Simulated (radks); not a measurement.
Values are calculated unless marked as measured or tabulated.
Problem. Radial electron density D(r) = 4 pi r^2 rho(r) of an atom or ion with 46 electrons. Level of theory: Dirac Kohn-Sham, BLYP, spin-unpolarised, spherical densities, point nucleus (a radial shooting solver on a logarithmic mesh with Libxc functionals).

r (bohr)  D(r) (e/bohr)
0.005874          22.08
0.006893          27.10
0.008025          32.43
0.009342          38.16
0.01096           44.33
0.01276           49.94
0.01486           54.83
0.01744           58.65
0.0203            60.57
0.02382           60.52
0.02773           58.71
0.03228           55.86
0.03788           53.05
0.0441            52.04
0.05176           54.04
0.06025           59.14
0.07014           66.21
0.08231           73.06
0.09583           75.94
0.1116            73.38
0.1309            65.54
0.1524            56.83
0.1788            51.34
0.2082            52.21
0.2424            57.16
0.2844            60.86
0.3311            57.61
0.3855            46.96
0.4524            32.41
0.5267            21.56
0.618             16.75
0.7195            17.10
0.8376            18.41
0.9829            17.72
1.144             14.68
1.343             10.39
1.563             6.636
1.82              3.833
2.136             1.948
2.486            0.9462
2.894            0.4556
3.397            0.2583
3.954            0.2149
4.64             0.2148
5.402            0.2037
6.289            0.1658
7.38             0.1086
8.592           0.05798
10              0.02419
11.74          0.007135
13.66          0.001616
16.04         0.0002284

What is the nuclear charge?

Solution. Z = 47. The innermost maximum, from 1s, lies near gamma/Z bohr with gamma = sqrt(1 - (Z/c)^2) = 0.939, here 0.02 bohr (found: 0.0220), and its height grows with Z. The density is that of the silver ion Ag+ in [Ar] 3d10 4s2 4p5 4d10 5d1; the configuration itself is not fixed sharply by these data, and Z only to a few units. D(r) has 5 maxima, at r = 0.0220, 0.0966, 0.289, 0.872, 4.64 bohr, and minima at 0.0434, 0.189, 0.654, 4.18 bohr, inside which lie 2.04, 11.22, 29.11, 45.24 electrons.
